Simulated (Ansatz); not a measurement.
`Cl[SiH2]O[SiH2]Cl` + `C[S][GeH3]` → `Cl[SiH2][S][GeH3]` + `CO[SiH2]Cl`  (redistribution)

Program: Ansatz. Geometries: PBE0-D4/def2-TZVP. ΔE: electronic, gas phase. CBS: MP2 limit from def2 TZ/QZ plus the TZ coupled-cluster correction, frozen cores. DFT in def2-TZVPP. B3LYP here is the variant with VWN-RPA as its local correlation; programs differ in this. HSE06 is defined as in plane-wave codes. For Ge outer-core shells are correlated without core-valence functions, which leaves a few kJ/mol of doubt a bond. Scalar relativity is left out up to krypton. Each species was taken in one conformer, which may not be the lowest.

```csv
level,ΔE (kcal/mol),difference from CCSD(T)/CBS
LDA (SPW92),19.1,-3.5
PBE-D4,19.1,-3.5
revPBE-D4,19.2,-3.4
BLYP-D4,21.7,-0.9
r2SCAN-D4,21.6,-1.0
PBE0-D4,20.1,-2.5
B3LYP-D4,22.4,-0.2
r2SCAN0-D4,22.0,-0.6
HSE06-D4,20.1,-2.5
BHLYP-D4,23.5,0.9
CAM-B3LYP-D4,23.2,0.6
ωB97X-V,21.6,-1.0
ωB97M-V,22.0,-0.6
PBE-QIDH,21.5,-1.1
PBE,19.1,-3.5
revPBE,19.0,-3.6
BLYP,21.7,-0.9
r2SCAN,21.5,-1.1
PBE0,20.1,-2.5
B3LYP,22.4,-0.2
r2SCANh,21.7,-0.9
r2SCAN0,21.9,-0.7
HSE06,20.0,-2.6
BHLYP,23.6,1.0
CAM-B3LYP,23.1,0.5
LC-ωPBE,21.1,-1.5
RPA@PBE/def2-TZVPP,21.8,-0.8
HF/def2-SVP,20.9,-1.7
MP2/def2-SVP,20.1,-2.5
CCSD/def2-SVP,19.6,-3.0
HF/def2-TZVPP,24.8,2.2
MP2/def2-TZVPP,22.8,0.2
SCS-MP2/def2-TZVPP,23.2,0.6
CCSD/def2-TZVPP,22.9,0.3
HF/def2-QZVPP,25.2,2.6
MP2/def2-QZVPP,23.1,0.5
SCS-MP2/def2-QZVPP,23.5,0.9
HF/CBS(def2),25.3,2.7
MP2/CBS(def2),23.1,0.5
CCSD/CBS(def2),23.2,0.6
CCSD(T)/CBS,22.6,0
```

Largest T1 diagnostic among the species: 0.011.

From PBE to PBE0 (25 % exact exchange), in def2-TZVPP and without D4, ΔE moves by +1.0 kcal/mol. In def2-TZVPP, CCSD(T) changes the Hartree–Fock value by −2.4 kcal/mol (the triples alone add −0.6 kcal/mol) and MP2 by −2.0 kcal/mol. Leaving LDA and LC-ωPBE aside and taking each functional with its dispersion term where it has one, the values spread over 4.4 kcal/mol, from PBE-D4 to BHLYP-D4.
